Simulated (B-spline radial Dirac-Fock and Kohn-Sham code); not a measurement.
## X-ray form factors of ytterbium in several charge states

These are calculated numbers from a radial atomic solver; the model is Dirac-Fock densities.

Configurations: Yb³⁵⁺ [Ar] 3d10 4s2 4p5; Yb³⁷⁺ [Ar] 3d10 4s2 4p3; Yb³⁹⁺ [Ar] 3d10 4s2 4p1; Yb⁴¹⁺ [Ar] 3d10 4s1; Yb⁴²⁺ [Ar] 3d10; Yb⁴³⁺ [Ar] 3d9. The first column is f₀ of Yb³⁵⁺, the others are differences from it.

```
s (Å⁻¹)   Yb³⁵⁺  Δ Yb³⁷⁺  Δ Yb³⁹⁺  Δ Yb⁴¹⁺  Δ Yb⁴²⁺  Δ Yb⁴³⁺
      0  35.000   -2.000   -4.000   -6.000   -7.000   -8.000
    0.1  34.818   -1.964   -3.930   -5.899   -6.884   -7.880
    0.2  34.285   -1.861   -3.728   -5.603   -6.544   -7.529
    0.3  33.430   -1.698   -3.409   -5.138   -6.009   -6.974
    0.4  32.301   -1.490   -3.001   -4.540   -5.320   -6.259
    0.5  30.959   -1.253   -2.534   -3.854   -4.529   -5.435
    0.7  27.892   -0.762   -1.561   -2.412   -2.858   -3.682
    0.9  24.717   -0.344   -0.724   -1.154   -1.390   -2.116
    1.1  21.778   -0.066   -0.158   -0.285   -0.362   -0.982
    1.4  18.119   +0.086   +0.167   +0.245   +0.282   -0.179
```
